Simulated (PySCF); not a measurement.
# The potential of point charges around `FC(F)(F)C(F)(F)C1C=COC=C1`

Species: `FC(F)(F)C(F)(F)C1C=COC=C1`. Coordinates (GFN2-xTB, Å) and charges (e) from the PBE0/pcSseg-1 density (PySCF):

```
atom       x       y       z  Mulliken      IAO  Hirshfeld  ESP-fitted
  F1  -3.176  -0.519   0.536   -0.2543  -0.2635    -0.0890     -0.1961
  C2  -1.888  -0.184   0.531   +0.8350  +0.7829    +0.2399     +0.6570
  F3  -1.825   1.148   0.601   -0.2548  -0.2692    -0.0812     -0.1975
  F4  -1.349  -0.665   1.654   -0.2547  -0.2691    -0.0811     -0.1970
  C5  -1.168  -0.727  -0.729   +0.4544  +0.5256    +0.1609     +0.1026
  F6  -1.355  -2.071  -0.748   -0.2842  -0.2874    -0.0877     -0.1751
  F7  -1.833  -0.243  -1.808   -0.2841  -0.2873    -0.0876     -0.1753
  C8   0.336  -0.392  -0.829   -0.2170  -0.1447    -0.0495     +0.6543
  C9   0.558   1.096  -0.876   -0.2276  -0.2353    -0.0889     -0.6984
 C10   1.283   1.724   0.041   +0.2492  +0.0562    +0.0304     +0.2997
 O11   1.912   1.129   1.084   -0.4197  -0.2811    -0.0845     -0.3535
 C12   1.791  -0.220   1.167   +0.2491  +0.0562    +0.0303     +0.3119
 C13   1.100  -0.979   0.327   -0.2275  -0.2353    -0.0889     -0.7150
 H14   0.645  -0.861  -1.777   +0.1674  +0.1624    +0.0468     +0.0142
 H15   0.099   1.644  -1.680   +0.1157  +0.1708    +0.0492     +0.2195
 H16   1.455   2.789   0.031   +0.1188  +0.1741    +0.0660     +0.1137
 H17   2.344  -0.615   2.004   +0.1187  +0.1741    +0.0660     +0.1107
 H18   1.062  -2.047   0.460   +0.1156  +0.1708    +0.0492     +0.2245
```

Points outside the species (Å): A (-4.4, 2.3, 2.4); B (-2.8, -0.1, 6.5); C (-5.0, -4.4, 1.1); D (1.3, 2.4, -8.6).

Question: Find the potential V = 14.3996 V·Å × Σ q/r of each set of charges at these points.

Answer: In volts:

```tsv
point	nearest atom	distance (Å)	Mulliken	IAO	Hirshfeld	ESP-fitted
A	F3	3.35	-0.147	-0.268	-0.095	-0.167
B	F4	5.09	-0.050	-0.116	-0.032	-0.073
C	F1	4.33	-0.206	-0.219	-0.091	-0.154
D	H15	7.06	+0.025	+0.057	+0.010	+0.038
```

Question: How far are the other sets from the ESP-fitted one at these points?

Answer: Root-mean-square difference: Mulliken 0.031 V, Hirshfeld 0.054 V, IAO 0.065 V. The ESP scheme fits charges at the nuclei, held to the total charge, to the electrostatic potential on points at 1.4 to 2.0 times the van der Waals radii.

Question: What energy would a point charge of -1 e have at A in the field of the ESP charges, leaving out polarisation?

Answer: +0.167 eV = +16.1 kJ/mol, a repulsion.

One conformer (not necessarily the lowest) at the GFN2-xTB geometry, without solvent, vibrations or thermal averaging.

These values come from a run that also computed NMR shieldings. Time: 76 s of wall time. Hardware: one thread, x86-64 server, shared host.

The values belong to the conformer `[F:1][C:2]([F:3])([F:4])[C:5]([F:6])([F:7])[CH:8]1[CH:9]=[CH:10][O:11][CH:12]=[CH:13]1`: F1–C2–C5–F6 -57°, C2–C5–C8–C9 -61°.
